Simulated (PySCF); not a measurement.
Vertical excitation energies

Compound: CH10N2OSi3.
SMILES: `CN[Si@@H]1[SiH2]O[Si@@H]1N`

Method used: TDDFT CAM-B3LYP/def2-SVPD, vertical, gas phase, core orbitals frozen in the response (PySCF). Isolated species at its GFN2-xTB geometry (one conformer only). Torsions of this conformer, `[CH3:1][NH:2][Si@@H:3]1[SiH2:4][O:5][Si@@H:6]1[NH2:7]`: C1–N2–Si3–Si4 -175°, H–N7–Si6–O5 67°, H–N7–Si6–O5 -69°.

Problem. What does the calculation give for the low-lying excited states?

Solution. 

| state | λ (nm) | E (eV) | f | main configurations (H = HOMO, L = LUMO) |
| --- | --- | --- | --- | --- |
| S1 | 267.3 | 4.64 | 0.020 | H→L (95%) |
| S2 | 231.3 | 5.36 | 0.094 | H→L+1 (92%) |
| S3 | 210.7 | 5.89 | 0.027 | H-1→L (86%) |
| S4 | 199.6 | 6.21 | 0.0041 | H→L+2 (33%), H-2→L (30%), H-3→L (18%) |
| S5 | 198.5 | 6.24 | 0.026 | H-1→L+1 (35%), H-2→L (28%), H→L+2 (18%) |
| S6 | 196.8 | 6.30 | 0.0097 | H-1→L+1 (45%), H-2→L (20%), H-2→L+1 (12%) |
| S7 | 188.2 | 6.59 | 0.102 | H→L+3 (45%), H→L+4 (10%), H→L+2 (10%) |
| S8 | 186.5 | 6.65 | 0.0014 | H-2→L+1 (49%), H-4→L+1 (18%) |

Triplets (Tamm–Dancoff): T1 4.11 eV, H→L (87%); T2 4.71 eV, H→L+1 (79%); T3 5.20 eV, H-1→L (77%).

The lowest singlet lies at 4.64 eV (267 nm, ultraviolet) and is weak; its leading configuration is HOMO→LUMO (95%). The strongest level in the table is S7 at 6.59 eV (188 nm, f = 0.102). Löwdin shares by element: HOMO silicon 41%, nitrogen 33% or more (atoms not listed hold the other 26%); LUMO silicon 53%, oxygen 7% (atoms not listed hold the other 40%). Of the 8 states listed, 5 reach f = 0.01 and none stays under 0.0005. Weighted by f, the mean energy of these states is 5.93 eV. The listed states span 2.01 eV, and the widest gap between neighbours is 0.72 eV (S1 to S2). The window holds the lowest 8 singlets.
